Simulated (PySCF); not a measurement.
## How the method moves the HOMO and LUMO of `BN(C)BN`

Compound: CH8B2N2.
Numbering: `[BH2:1][N:2]([CH3:3])[BH:4][NH2:5]` (hydrogens: H6, H7 on B1; H8, H9, H10 on C3; H11 on B4; H12, H13 on N5)

Structure used (PBE0-D3(BJ)/def2-SVP), in Å, numbered top down from 1:
```xyz
13
CH8B2N2 angstrom
B     -1.8581    1.2060    0.5776
N     -1.0414    0.0783    0.3731
C     -1.5840   -1.2642    0.4791
B      0.3683    0.2315    0.0507
N      1.1971   -0.8769   -0.1565
H     -3.0300    1.0455    0.8431
H     -1.3818    2.3117    0.4857
H     -1.0856   -1.8383    1.2791
H     -1.4583   -1.8249   -0.4634
H     -2.6569   -1.2266    0.7089
H      0.8354    1.3402   -0.0409
H      0.9011   -1.8419   -0.0958
H      2.1768   -0.7682   -0.3764
```

Basis pcSseg-2 throughout (PySCF), one geometry. One conformer (not necessarily the lowest) at the PBE0-D3(BJ)/def2-SVP geometry, without solvent, vibrations or thermal averaging.

Task: How do the orbital energies, the gap and the dipole change with the method?

Result: 
```json
{"method": "BLYP", "kind": "GGA", "HOMO (eV)": "-6.34", "LUMO (eV)": "-1.06", "gap (eV)": "5.28", "μ (D)": "3.12", "SCF cycles": "16"}
{"method": "B97-D", "kind": "GGA", "HOMO (eV)": "-6.43", "LUMO (eV)": "-1.02", "gap (eV)": "5.41", "μ (D)": "3.07", "SCF cycles": "15"}
{"method": "OPBE", "kind": "GGA", "HOMO (eV)": "-6.44", "LUMO (eV)": "-1.04", "gap (eV)": "5.40", "μ (D)": "3.13", "SCF cycles": "15"}
{"method": "PBE", "kind": "GGA", "HOMO (eV)": "-6.49", "LUMO (eV)": "-1.20", "gap (eV)": "5.29", "μ (D)": "3.17", "SCF cycles": "16"}
{"method": "KT3", "kind": "GGA", "HOMO (eV)": "-6.51", "LUMO (eV)": "-1.11", "gap (eV)": "5.40", "μ (D)": "3.00", "SCF cycles": "14"}
{"method": "KT2", "kind": "GGA", "HOMO (eV)": "-6.53", "LUMO (eV)": "-1.18", "gap (eV)": "5.35", "μ (D)": "3.04", "SCF cycles": "14"}
{"method": "BP86", "kind": "GGA", "HOMO (eV)": "-6.58", "LUMO (eV)": "-1.25", "gap (eV)": "5.33", "μ (D)": "3.15", "SCF cycles": "15"}
{"method": "LDA", "kind": "LDA", "HOMO (eV)": "-6.67", "LUMO (eV)": "-1.46", "gap (eV)": "5.22", "μ (D)": "3.24", "SCF cycles": "15"}
{"method": "B97-2", "kind": "global hybrid", "HOMO (eV)": "-7.45", "LUMO (eV)": "-0.23", "gap (eV)": "7.22", "μ (D)": "2.96", "SCF cycles": "13"}
{"method": "B3LYP", "kind": "global hybrid", "HOMO (eV)": "-7.49", "LUMO (eV)": "-0.46", "gap (eV)": "7.03", "μ (D)": "2.98", "SCF cycles": "14"}
{"method": "PBE0", "kind": "global hybrid", "HOMO (eV)": "-7.72", "LUMO (eV)": "-0.24", "gap (eV)": "7.48", "μ (D)": "2.99", "SCF cycles": "14"}
{"method": "mPW1PW91", "kind": "global hybrid", "HOMO (eV)": "-7.74", "LUMO (eV)": "-0.24", "gap (eV)": "7.50", "μ (D)": "2.98", "SCF cycles": "14"}
{"method": "BHandHLYP", "kind": "global hybrid", "HOMO (eV)": "-8.86", "LUMO (eV)": "0.72", "gap (eV)": "9.57", "μ (D)": "2.79", "SCF cycles": "12"}
{"method": "CAM-B3LYP", "kind": "range-separated hybrid", "HOMO (eV)": "-9.07", "LUMO (eV)": "0.79", "gap (eV)": "9.86", "μ (D)": "2.92", "SCF cycles": "12"}
{"method": "wB97X-D", "kind": "range-separated hybrid", "HOMO (eV)": "-9.57", "LUMO (eV)": "1.57", "gap (eV)": "11.14", "μ (D)": "2.93", "SCF cycles": "13"}
{"method": "LC-wPBE", "kind": "range-separated hybrid", "HOMO (eV)": "-10.45", "LUMO (eV)": "1.93", "gap (eV)": "12.38", "μ (D)": "2.90", "SCF cycles": "12"}
{"method": "HF", "kind": "Hartree–Fock", "HOMO (eV)": "-10.72", "LUMO (eV)": "2.56", "gap (eV)": "13.28", "μ (D)": "2.56", "SCF cycles": "10"}
```

The HOMO spans 4.38 eV, from BLYP down to HF, and the gap runs from 5.22 eV (LDA) to 13.28 eV (HF). Over the methods BLYP (0 %), B97-D (0 %), OPBE (0 %), PBE (0 %), KT3 (0 %), KT2 (0 %), BP86 (0 %), LDA (0 %), B97-2 (21 %), B3LYP (20 %), PBE0 (25 %), mPW1PW91 (25 %), BHandHLYP (50 %), HF (100 %), a straight line through the gap against the share of exact exchange rises by 0.81 eV for each 10 % (correlation coefficient 0.999). The dipole ranges from 2.56 D (HF) to 3.24 D (LDA). This basis has no diffuse functions.
